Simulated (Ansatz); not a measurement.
`F[SiH](F)[GeH3]` + `N=C1O[SiH2]1` → `[GeH3]/[N]=C1\O[SiH2]1` + `F[SiH2]F` at 600 K and 1 bar (cleavage of the Ge–Si bond).

Calculated with Ansatz (gas phase, PBE0-D4/def2-TZVP geometries, no zero-point term in ΔE). CCSD(T)/CBS adds triple-zeta CCSD(T) − MP2 to the extrapolated MP2 energy (def2 sets, frozen cores). This one scheme is used for every species. For Ge outer-core shells are correlated without core-valence functions, which leaves a few kJ/mol of doubt a bond. Scalar relativity is left out up to krypton. One conformer a species, not always the lowest.

```
                 species  CCSD(T)/CBS energy (Eh)  H − E (kJ/mol)  S (J/(mol·K))
       `F[SiH](F)[GeH3]`              -2567.30741           155.9          427.0
          `N=C1O[SiH2]1`               -458.76323           149.4          345.4
`[GeH3]/[N]=C1\O[SiH2]1`              -2536.08022           205.7          456.9
              `F[SiH2]F`               -489.99391            92.8          309.1
```

H − E and S are ideal-gas, rigid-rotor, harmonic terms from PBE0-D4/def2-TZVP, for one conformer and one mirror image of each species. 1 Eh = 2625.50 kJ/mol, R = 8.31446 J/(mol·K).

**Question.** By hand: ΔE, ΔH, ΔS and ΔG.

**Answer.** ΔE = (-2536.08022) + (-489.99391) − (-2567.30741) − (-458.76323) = -0.00349 Eh = -9.2 kJ/mol. Δ(H − E) = 205.7 + 92.8 − 155.9 − 149.4 = -6.8, so ΔH = -16.0 kJ/mol. ΔS = 456.9 + 309.1 − 427.0 − 345.4 = -6.4 J/(mol·K). ΔG = -16.0 − 600 × (-6.4)/1000 = -12.2 kJ/mol.

**Question.** By hand: the equilibrium constant, and the temperature at which ΔG would vanish if ΔH and ΔS stayed fixed.

**Answer.** log₁₀ K = −ΔG/(RT ln 10) = 1.1. ΔG = 0 at ΔH/ΔS = 2500 K, though so small a ΔS makes that figure unsure.

The number of gas molecules stays the same, so ΔS is small and ΔH decides. A doubt of 5 kJ/mol in ΔE shifts log₁₀ K by 0.4 here. Other conformers and mirror images would add mixing entropy, several J/(mol·K) or more a flexible species. Modes under 60 cm⁻¹, often nearly free rotors, make the harmonic entropy too high. These are equilibria of isolated gas molecules and say nothing of rates. Largest T1 diagnostic: 0.017 (customary marks: 0.02 for closed shells, 0.045 for open ones).
